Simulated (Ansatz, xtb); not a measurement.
## Relative energy of two structures of CH3GeSe+

Structure a: a singlet given by its coordinates. Structure b: a singlet given by its coordinates. Both are isolated ions in the gas phase, relaxed with r2SCAN-D4/def2-SVP.

a (Å):

```json
{"atom": "C", "x (Å)": "-0.8386", "y (Å)": "0.5918", "z (Å)": "-0.0331"}
{"atom": "Ge", "x (Å)": "-0.3728", "y (Å)": "-1.2464", "z (Å)": "-0.5880"}
{"atom": "Se", "x (Å)": "-1.1284", "y (Å)": "-0.3462", "z (Å)": "1.6977"}
{"atom": "H", "x (Å)": "0.2809", "y (Å)": "-0.2892", "z (Å)": "2.1441"}
{"atom": "H", "x (Å)": "-0.0847", "y (Å)": "1.3924", "z (Å)": "0.0170"}
{"atom": "H", "x (Å)": "-1.8118", "y (Å)": "0.9930", "z (Å)": "-0.3625"}
```

Close contacts (Å): C1–Ge2 1.98, C1–Se3 1.99, Ge2–Se3 2.57, C1–H5 1.10, C1–H6 1.10, Se3–H4 1.48.

b (Å):

```xyz
6

C    -0.1863    1.0686    0.3493
Ge   -0.6658   -1.5542    0.6249
Se    0.0037   -0.2773   -1.1164
H     0.8032    1.5179    0.5039
H    -0.9502    1.7885    0.0281
H    -0.5181    0.6488    1.3330
```

Close contacts (Å): C1–Se3 2.00, Ge2–Se3 2.26, C1–H4 1.10, C1–H5 1.10, C1–H6 1.12.

Quicker runs give these differences E(b) − E(a): GFN2-xTB −22.1 kcal/mol; HF/STO-3G −13.7 kcal/mol (at GFN2-xTB geometries); r2SCAN-D4/def2-SVP//GFN2-xTB −15.0 kcal/mol.

Question: Estimate E(b) − E(a) at the level CCSD(T)/def2-TZVP.

Answer: Calculated at CCSD(T)/def2-TZVP: E(b) − E(a) = −15.3 kcal/mol, so structure b lies lower.

How the difference moves with the method:

```json
{"level": "GFN2-xTB", "geometry": "GFN2-xTB", "E(b) − E(a) (kcal/mol)": "−22.1", "departure from the last row (kcal/mol)": "−6.8", "job, with rough time for the two": "optimisation, 0.18 s"}
{"level": "HF/STO-3G", "geometry": "GFN2-xTB", "E(b) − E(a) (kcal/mol)": "−13.7", "departure from the last row (kcal/mol)": "+1.6", "job, with rough time for the two": "single point, 0.36 s"}
{"level": "r2SCAN-D4/def2-SVP//GFN2-xTB", "geometry": "GFN2-xTB", "E(b) − E(a) (kcal/mol)": "−15.0", "departure from the last row (kcal/mol)": "+0.2", "job, with rough time for the two": "single point, 2.5 s"}
{"level": "r2SCAN-D4/def2-SVP", "geometry": "r2SCAN-D4/def2-SVP", "E(b) − E(a) (kcal/mol)": "−14.8", "departure from the last row (kcal/mol)": "+0.4", "job, with rough time for the two": "optimisation, 21 s"}
{"level": "HF/def2-TZVP", "geometry": "r2SCAN-D4/def2-SVP", "E(b) − E(a) (kcal/mol)": "−15.0", "departure from the last row (kcal/mol)": "+0.2", "job, with rough time for the two": "part of the CCSD(T) run"}
{"level": "MP2/def2-TZVP", "geometry": "r2SCAN-D4/def2-SVP", "E(b) − E(a) (kcal/mol)": "−15.4", "departure from the last row (kcal/mol)": "−0.2", "job, with rough time for the two": "part of the CCSD(T) run"}
{"level": "CCSD(T)/def2-TZVP", "geometry": "r2SCAN-D4/def2-SVP", "E(b) − E(a) (kcal/mol)": "−15.3", "departure from the last row (kcal/mol)": "", "job, with rough time for the two": "single point, 53 s"}
```

None of the levels shown reverses the order. The largest departure from CCSD(T)/def2-TZVP is that of GFN2-xTB, 6.8 kcal/mol.

With harmonic frequencies from r2SCAN-D4/def2-SVP (ideal gas, rigid rotor, one conformer each, 298.15 K, 1 atm): on the last row, ΔE + ΔZPE = −13.2, ΔH = −13.0, ΔG = −13.5 kcal/mol.

The correlated steps freeze 19 core orbitals; the filled d shell of Ge and Se is correlated, in a basis made for valence electrons. Mirror images aren't counted in ΔG. Codes used: Ansatz 0.2.0, xtb 6.7.1; the last row on 2 threads of Arm Neoverse V2 on a shared host.
